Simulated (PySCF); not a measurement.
# Computed data sheet: `FB([CH]C)F` [radical]

C2H4BF2 (doublet state).
Cartesian coordinates in Å at the PBE0-D3(BJ)/def2-SVP level; atoms count from 1:
```
atom  x, y, z in Å
C1    -1.1822   -0.1133   -0.1268
C2     0.1990   -0.4410    0.2963
B3     1.4198    0.4262   -0.0192
F4     1.3044    1.5616   -0.6968
F5     2.6400    0.0838    0.3675
H6    -1.5599   -0.8612   -0.8496
H7    -1.2507    0.8760   -0.6003
H8    -1.8856   -0.1463    0.7240
H9     0.3423   -1.3737    0.8545
```

**PBE0-D3(BJ)/def2-SVP geometry optimisation, gas phase (PySCF)**

| Quantity | Value |
| --- | --- |
| Rotational constants A, B, C | 9.353, 3.435, 2.552 GHz |
| Dipole moment | 2.30 D |

**UKS B3LYP, IGLO-III on B C F, pcH-1 on H, non-relativistic, mean-field spin-orbit, GIAO (PySCF)**

| Property | Result |
| --- | --- |
| Isotropic g value | 2.00291 |
| Principal g values | 2.00217, 2.00299, 2.00359 |
| Spin squared ⟨S²⟩ | 0.753 |
| Largest Mulliken spin population | 0.90 on C2 |
| Largest isotropic hyperfine couplings (means over sets of like nuclei) | 1H +79.0 (H6/H7/H8), 13C +53.5 (C2), 1H -52.1 (H9), 11B -29.3 (B3), 13C -27.8 (C1) MHz |

Monoisotopic mass from the formula: 77.0374 u.

With B = h/(8π²I), that is 505.379 GHz u Å² over I, the principal moments of inertia are 54.0, 147.1 and 198.1 u Å² (most abundant isotopes); the inertial defect Ic − Ia − Ib is -3.0 u Å² (zero for a rigid planar frame, negative otherwise). The dipole equals about 7.7 × 10⁻³⁰ C·m (1 D = 3.33564 × 10⁻³⁰ C·m). g_iso is shifted by about +600 ppm from the free-electron value 2.002319; the principal values span 0.0014. ⟨S²⟩ is 0.003 above the pure-spin value S(S + 1) = 0.75. The rotational constants make it an asymmetric top with κ = (2B − A − C)/(A − C) = -0.74, nearer the prolate limit (−1).

One conformer (not necessarily the lowest) at the PBE0-D3(BJ)/def2-SVP geometry, without solvent or vibrations. Couplings of like nuclei are plain means over topologically equivalent atoms, as if these changed places fast (by rotation of a methyl-like group, say); in this geometry the members of some sets differ.
